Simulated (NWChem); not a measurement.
# C₂H₉NSi; SMILES [C@@H]([SiH3])(N)C

```xyz
13

C     -1.2221     1.2299     0.1027
C      0.0177     0.5003    -0.3975
N      1.2212     1.1627     0.1083
Si    -0.0062    -1.3622     0.0250
H     -1.1553     2.3003    -0.1487
H     -1.3184     1.1530     1.1991
H     -2.1431     0.8204    -0.3398
H      0.0385     0.5847    -1.4995
H      2.0645     0.7305    -0.2649
H      1.2774     1.0736     1.1229
H      1.2363    -2.0040    -0.5125
H      0.0060    -1.5148     1.5164
H     -1.1935    -2.0974    -0.5203
```
Atoms are numbered in this order, from 1.

Results from NWChem. Pople sets run with spherical d functions. All runs use the structure optimised with PBE0/def2-SVP. Level: M05-2X/6-31G* with SMD (1 M gas to 1 M solution), gas-phase geometry. Reactions with the solvent are ignored.

### Question
Estimate the computed values for solvent tetrahydrofuran. Quantities: solvation free energy (kcal/mol); cavity-dispersion-structure term (kcal/mol); dipole in solution (D).

### Answer
```json
{
 "solvation free energy (kcal/mol)": "-3.7",
 "cavity-dispersion-structure term (kcal/mol)": "0.6",
 "dipole in solution (D)": "0.52"
}
```
